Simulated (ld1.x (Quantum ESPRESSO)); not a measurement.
N: excitation energies, all-electron against RRKJ

N, norm-conserving RRKJ (Kleinman–Bylander form), made with ld1.x (Quantum ESPRESSO) 7.5 (PBE, non-relativistic). Core [He], reference 2s2 2p2.5 (charge +0.5). Waves: 2s (bound): rc 1.00 bohr; 2p (bound): rc 1.95 bohr; 3d channel at 0.05 Ry: rc 1.55 bohr. Local part: the d channel. Core correction: a·sin(br)/r model core inside 0.45 bohr.

Energies are relative to the spin-unpolarised reference configuration 2s2 2p2.5; without spin polarisation the order of configurations can differ from experiment. The frozen-core shift is the all-electron ΔE with the core orbitals held at their reference shape minus the fully relaxed ΔE.

```json
{"valence configuration": "2s2 2p3", "charge": "0", "ΔE all-electron (eV)": "-5.096", "error AE − PS (meV)": "+7.0", "frozen-core shift (meV)": "0.0"}
{"valence configuration": "2s2 2p2", "charge": "+1", "ΔE all-electron (eV)": "8.501", "error AE − PS (meV)": "+20", "frozen-core shift (meV)": "+0.1"}
{"valence configuration": "2s2 2p0", "charge": "+3", "ΔE all-electron (eV)": "84.444", "error AE − PS (meV)": "+1745", "frozen-core shift (meV)": "+9.3"}
{"valence configuration": "2s2 2p3.3", "charge": "-0.3", "ΔE all-electron (eV)": "-6.717", "error AE − PS (meV)": "+12", "frozen-core shift (meV)": "0.0"}
{"valence configuration": "2s1 2p3", "charge": "+1", "ΔE all-electron (eV)": "20.248", "error AE − PS (meV)": "-65", "frozen-core shift (meV)": "+0.5"}
{"valence configuration": "2s0 2p5", "charge": "0", "ΔE all-electron (eV)": "17.884", "error AE − PS (meV)": "+72", "frozen-core shift (meV)": "+1.6"}
```

What are ΔE and the potential's error for 2s2 2p1?

ΔE = 37.360 eV all-electron; the error (AE − PS) is +366 meV.

Levels in the configuration 2s1 2p3:

```json
{"level": "2s", "all-electron (eV)": "-32.543", "pseudo (eV)": "-32.742"}
{"level": "2p", "all-electron (eV)": "-20.788", "pseudo (eV)": "-20.905"}
```
